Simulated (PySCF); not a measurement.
## Tc⁺: ionisation energy

Tc⁺ [Kr] 4d5 5s1 (7S) → Tc²⁺ [Kr] 4d5 (6S), as a difference of total energies. All numbers are calculated (PySCF 2.14, scalar relativity by spin-free X2C-1e, in x2c-QZVPPall). Correlated levels: valence: [Kr] frozen; valence and next inner shell: [Ar] 3d10 frozen. The calculations carry no spin-orbit coupling.

```json
{"method": "UHF", "ionisation energy (eV)": "14.247", "difference from reference (eV)": "-1.013"}
{"method": "LDA", "ionisation energy (eV)": "15.883", "difference from reference (eV)": "+0.623"}
{"method": "PBE", "ionisation energy (eV)": "15.590", "difference from reference (eV)": "+0.330"}
{"method": "PBE0", "ionisation energy (eV)": "15.318", "difference from reference (eV)": "+0.058"}
{"method": "r2SCAN", "ionisation energy (eV)": "15.510", "difference from reference (eV)": "+0.250"}
{"method": "MP2 (valence)", "ionisation energy (eV)": "14.837", "difference from reference (eV)": "-0.423"}
{"method": "SCS-MP2 (valence)", "ionisation energy (eV)": "14.444", "difference from reference (eV)": "-0.816"}
{"method": "MP2 (valence and next inner shell)", "ionisation energy (eV)": "15.228", "difference from reference (eV)": "-0.032"}
{"method": "SCS-MP2 (valence and next inner shell)", "ionisation energy (eV)": "14.826", "difference from reference (eV)": "-0.434"}
```

Reference: 15.26 eV (semi-empirical (NIST evaluation); NIST Atomic Spectra Database, ionization energies).

Errors of the correlated levels include the incompleteness of this basis and the frozen core.
